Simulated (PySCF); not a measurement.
**Continuum solvent and chemical shifts**

Bonds (- single, = double, # triple, : aromatic): C1-C2, C2-C3, C2-C4, C2-C5, C5#C6, C6-B7, B7-O8, B7-O9. C1 carries H10, H11, H12; C3 carries H13, H14, H15; C4 carries H16, H17, H18; O8 carries H19; O9 carries H20.

GIAO PBE0/pcSseg-1 in PySCF 2.14.0 with density-fitted response routines on one PBE0-D3(BJ)/def2-SVP conformer, non-relativistic, equivalent nuclei averaged. Solvents enter as an IEF-PCM continuum (chloroform with ε = 4.7, methanol with ε = 32.6) around the gas-phase geometry. Shifts are referred to TMS, BF3·OEt2 computed in the same medium.

Gas phase, δ in ppm: C5 115.9, C6 83.7, C1/C3/C4 32.5, C2 28.3, B7 19.4, H19/H20 2.83, H10/H11/H12/H13/H14/H15/H16/H17/H18 1.21. Dipole moment 1.58 D.

Q: How does each δ change in the continuum?

A: 
```tsv
atoms	environment	Δδ, chloroform	Δδ, methanol
C5	alkyne carbon	+2.8	+4.0
C6	alkyne carbon	-0.5	-0.7
C1/C3/C4	methyl carbon	+0.2	+0.2
C2	propargylic quaternary sp3 carbon	+0.8	+1.1
B7	boron bonded to C, 2 O	+0.5	+0.7
H19/H20	hydrogen on an oxygen bonded to B	+1.09	+1.53
H10/H11/H12/H13/H14/H15/H16/H17/H18	hydrogen on a methyl carbon	+0.04	+0.05
```

Changes are relative to the gas phase. The dipole moment becomes 1.64 D in chloroform, 1.63 D in methanol.

Q: Which nuclei move most (in ppm), and what does the model miss?

A: C5 (alkyne carbon, +4.0 ppm) in methanol. A continuum only polarises the solute; specific hydrogen bonds, the anisotropy of aromatic solvents and changes of geometry or conformer are outside it.
